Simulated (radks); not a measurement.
Task: Radial electron density D(r) = 4 pi r^2 rho(r) of an atom or ion with 4 electrons. Method: scalar-relativistic Kohn-Sham, LDA (Slater exchange, Perdew-Wang correlation), spin-unpolarised, spherical densities, finite nucleus; Fermi nuclear charge, rms radius of each element as measured or else 0.836 A^(1/3) + 0.57 fm; computed with a radial shooting solver on a logarithmic mesh with Libxc functionals.

r (bohr),D(r) (e/bohr)
0.0489,0.7103
0.06418,1.084
0.08424,1.594
0.1106,2.233
0.1451,2.940
0.1905,3.570
0.2501,3.910
0.3282,3.750
0.4308,3.037
0.5655,1.989
0.7423,1.042
0.9665,0.5654
1.269,0.5518
1.665,0.7362
2.186,0.7908
2.869,0.6012
3.766,0.3066
4.943,0.09716
6.488,0.01714
8.516,0.001467

What is the nuclear charge?

Result: Z = 4. The innermost maximum, from 1s, lies near gamma/Z bohr with gamma = sqrt(1 - (Z/c)^2) = 1.000, here 0.25 bohr (found: 0.267), and its height grows with Z. The density is that of neutral beryllium in [He] 2s2; the configuration itself is not fixed sharply by these data. D(r) has 2 maxima, at r = 0.267, 2.03 bohr, and minima at 1.11 bohr, inside which lie 2.06 electrons.
